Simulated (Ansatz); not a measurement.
A nudged elastic band was laid between two geometries of F2GeH2 + H3Si (9 atoms, charge 0, multiplicity 2).

Theory: UKS B3LYP/def2-SVP in Ansatz.

| Quantity | Value |
| --- | --- |
| movable images | 5 |
| climbing image | yes |
| spring | 5.0 eV/Å² |
| optimiser | quadratic models (default) |
| start path | through a guess of the saddle point |
| force threshold | 0.03 eV/Å |
| iteration limit | 60 |
| end points | relaxed |

First end point:

```xyz
9
Properties=species:S:1:pos:R:3
Ge 0.063 0.000 -0.578
H -0.062 0.000 0.951
H 1.457 0.000 -1.214
F -0.800 1.378 -1.188
F -0.799 -1.379 -1.188
Si 0.003 0.000 4.435
H -0.763 -1.198 4.886
H 1.427 -0.068 4.878
H -0.646 1.265 4.886
```

Last end point:

```xyz
9
Properties=species:S:1:pos:R:3
Ge 0.016 0.002 -0.655
H -0.003 0.000 2.606
H 1.471 0.001 -1.261
F -0.810 1.376 -1.350
F -0.810 -1.377 -1.341
Si 0.001 0.000 4.101
H -0.756 -1.185 4.592
H 1.410 -0.067 4.583
H -0.640 1.251 4.592
```

Question: Which bonds break or form, and what moves?

Answer: Bonds broken: Ge1–H2. Bonds formed: H2–Si6. F2GeH2 + H3Si becomes F2GeH + H4Si.

Question: What energy profile does the band end with?

Answer: The run converged. The highest image is number 3 of 0 to 6, 0.133 eV above the first end and 0.456 eV above the last; the last end lies 0.324 eV below the first. A vibrational analysis at the climbing image gives one clearly imaginary mode, 410i cm⁻¹, and a faint second one (19i cm⁻¹) that may be numerical noise or a soft torsion: probably a first-order saddle point.

```
image  path coordinate (Å)  energy (eV)  Ge1–H2 (Å)  H2–Si6 (Å)
    0                 0.00        0.000        1.53        3.48
    1                 0.73        0.007        1.54        3.11
    2                 1.46        0.047        1.55        2.63
    3                 2.19        0.133        1.67        2.02
    4                 3.03       -0.289        2.50        1.51
    5                 3.87       -0.326        3.05        1.49
    6                 4.70       -0.324        3.26        1.50
```

Question: What is the geometry of the highest image?

Answer: 
```xyz
9
Properties=species:S:1:pos:R:3
Ge 0.123 0.000 0.001
H 0.152 0.001 1.669
H 1.409 0.004 -0.863
F -0.826 1.376 -0.497
F -0.819 -1.381 -0.497
Si -0.015 0.000 3.678
H -0.818 -1.195 4.065
H 1.367 -0.072 4.237
H -0.694 1.266 4.075
```

The band took 12 iterations and of the order of 7 core-minutes.

Time of the run: 120 s on 4 threads of Arm Neoverse V2 (shared host), peak memory 0.33 GiB.
